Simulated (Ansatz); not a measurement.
H4P2, SMILES PP.

Geometry optimised at B3LYP-D3(BJ)/def2-TZVP.

Two levels are set side by side: PBE/def2-TZVPD (Ansatz, a program for electronic structure) and PBE0/def2-TZVPD (Ansatz). Energy differences of separate SCF runs at the same geometry; the states with an electron removed or added have multiplicity 2 and 2. Differences are taken from unrounded values.

```json
[
 {"quantity": "vertical ionisation energy (eV)", "PBE0": "9.03"},
 {"quantity": "vertical singlet–triplet gap (eV)", "PBE0": "4.18"}
]
```

Question: What does PBE give, and how far is it from PBE0? (An estimate is asked for; the answer gives what the named calculation found.)

Answer: 
```
quantity                            PBE  PBE minus PBE0
---------------------------------  ----  --------------
vertical ionisation energy (eV)    8.92           -0.10
vertical singlet–triplet gap (eV)  4.06           -0.12
```
